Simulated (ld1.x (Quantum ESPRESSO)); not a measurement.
# Before and after: TM potential for N

```json
{
 "Element": "N (Z = 7)",
 "Generator": "ld1.x (Quantum ESPRESSO) 7.5",
 "Type": "norm-conserving Troullier–Martins (Kleinman–Bylander form)",
 "Functional": "PBEsol",
 "Relativity": "scalar-relativistic",
 "Frozen core": "[He]",
 "Valence charge": "5",
 "Reference configuration": "2s2 2p3",
 "Partial waves": "2p (bound): rc 2.30 bohr; 2s (bound): rc 0.85 bohr",
 "Local potential": "the s channel",
 "Core correction": "a·sin(br)/r model core inside 0.70 bohr"
}
```

All-electron outer shells of the reference configuration (PBEsol, scalar-relativistic, ld1.x):

```json
{"shell": "1s", "level (eV)": "-383.09", "outermost node (bohr)": "–", "outermost maximum (bohr)": "0.15"}
{"shell": "2s", "level (eV)": "-18.46", "outermost node (bohr)": "0.32", "outermost maximum (bohr)": "1.02"}
{"shell": "2p", "level (eV)": "-7.04", "outermost node (bohr)": "–", "outermost maximum (bohr)": "0.98"}
```

Change: wave 2p (bound): rc 2.30 bohr becomes 2p (bound): rc 2.80 bohr.

Cutoffs: the cutoffs (Ry, on a coarse ladder) from which the occupation-weighted sum of valence levels, in a spherical-Bessel basis at the reference potential, stays within 10 and 1 mRy of its value at 400 Ry; they do not see the model core or the augmentation charge, which bear on the density cutoff. Errors are all-electron minus pseudo energies relative to the spin-unpolarised reference configuration.

Task: Predict the effect on cutoff, ghosts and configuration errors.

Result: The potential gets neither clearly harder nor softer (55 Ry and 140 Ry → 55 Ry and 140 Ry); the s channel sets the loose cutoff, while the largest relative change is in p, which becomes softer; of the 7 tests that both files solve, the error grows in 7 and shrinks in 0 by more than 15 % and 0.3 meV (median size 117.9 → 231.2 meV); neither file shows a bound ghost. More of the atom is replaced by a form fitted at one configuration, so other configurations suffer.

```tsv
quantity	base	changed
cutoff, loose	55 Ry	55 Ry
cutoff, tight	140 Ry	140 Ry
loose cutoff by channel (10 mRy a level)	p 25 Ry, s 45 Ry	p 18 Ry, s 45 Ry
bound ghosts	none	none
error for 2s2 2p2, meV [ΔE 13.52 eV]	+71	+165
error for 2s2 2p1, meV [ΔE 42.26 eV]	+626	+1277
error for 2s2 2p0, meV [ΔE 89.14 eV]	+2457	+4582
error for 2s2 2p2.5, meV [ΔE 5.06 eV]	+10	+26
error for 2s1 2p3, meV [ΔE 25.24 eV]	-118	-231
error for 2s1 2p0, meV [ΔE 166.66 eV]	+3940	+7256
error for 2s2 2p3.3, meV [ΔE -1.60 eV]	+1.1	+3.3
```
